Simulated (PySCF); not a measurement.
Species: `FC(F)[C@@H]1CC=C(Cl)C1`. The columns A, B, C and D hold Mulliken, IAO, Hirshfeld and ESP-fitted charges (e) of one PBE0/pcSseg-1 density (PySCF), in a shuffled order. Coordinates in Å (GFN2-xTB); the density's dipole moment is (0.80, 0.25, -1.35) D.

```csv
atom,x,y,z,A,B,C,D
F1,-2.153,0.355,1.636,-0.247,-0.303,-0.103,-0.306
C2,-1.657,-0.224,0.515,+0.452,+0.603,+0.147,+0.448
F3,-2.701,-0.321,-0.345,-0.253,-0.304,-0.103,-0.306
C4,-0.534,0.618,-0.082,-0.133,-0.397,-0.036,-0.139
C5,0.020,-0.075,-1.345,+0.013,-0.116,-0.068,-0.267
C6,1.269,-0.754,-0.865,-0.181,-0.036,-0.061,-0.178
C7,1.598,-0.342,0.350,-0.063,-0.216,+0.010,-0.030
Cl8,2.958,-0.832,1.270,-0.074,-0.079,-0.032,-0.019
C9,0.647,0.681,0.904,-0.077,-0.054,-0.077,-0.275
H10,-1.339,-1.245,0.776,+0.059,+0.086,+0.044,+0.137
H11,-0.945,1.605,-0.299,+0.093,+0.134,+0.046,+0.154
H12,-0.698,-0.777,-1.769,+0.035,+0.142,+0.042,+0.151
H13,0.262,0.656,-2.119,+0.064,+0.148,+0.048,+0.152
H14,1.807,-1.458,-1.471,+0.144,+0.090,+0.055,+0.164
H15,0.344,0.457,1.927,+0.069,+0.148,+0.040,+0.156
H16,1.115,1.667,0.903,+0.099,+0.154,+0.048,+0.157
```

Question: Which column most likely holds the ESP-fitted charges?

Answer: A. Σ q r misses the density's dipole by 0.05 D (A), 0.39 D (B), 0.79 D (C), 1.39 D (D). Charges fitted to the outside potential are the only set here that is tied to the molecule's multipoles.

Question: And the Hirshfeld charges?

Answer: C. The mean sizes are 0.060 e (C), 0.128 e (A), 0.188 e (B), 0.190 e (D), and Hirshfeld charges are commonly the smallest of these schemes.

As computed, A = ESP-fitted, B = Mulliken, C = Hirshfeld, D = IAO. Hydrogens on carbon: ESP-fitted +0.03 to +0.14, Mulliken +0.09 to +0.15, Hirshfeld +0.04 to +0.05, IAO +0.14 to +0.16 e.

The Mulliken scheme counts on each atom the diagonal of the density matrix times the overlap matrix over that atom's basis functions. The ESP scheme is a least-squares fit of atom-centred charges to the potential on four shells outside the van der Waals surface, with the total charge fixed.

Isolated species at its GFN2-xTB geometry (one conformer only).
